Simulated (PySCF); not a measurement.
C2H6F2Si, SMILES C[Si](C)(F)F. Coordinates come from a B3LYP-D3(BJ)/def2-SVP optimisation.

The numbers are results of B3LYP-D3(BJ)/def2-SVP (PySCF), not measurements.

Harmonic wavenumbers (cm⁻¹): 126, 141, 190, 203, 243, 312, 318, 636, 696, 747, 790, 804, 824, 916, 959, 1284, 1285, 1423, 1426, 1434, 1436, 3035, 3037, 3126, 3128, 3132, 3132. Rotational constants (GHz): 3.667, 3.396, 3.310; symmetry number 2.

Task: Work out the zero-point energy and the ideal-gas rigid-rotor harmonic-oscillator thermochemistry at 298.15 K and 1 atm.

Result: ZPE = ½ Σ hcν = ½ × 34785 cm⁻¹ = 208.06 kJ/mol. H − E(el) = 229.79 kJ/mol. Entropy in J/(mol K): translation 165.69, rotation 104.94, vibration 69.06, total 339.69. G − E(el) = 128.52 kJ/mol. Cp = 111.28 J/(mol K). Modes under 150 cm⁻¹ make the vibrational entropy uncertain.
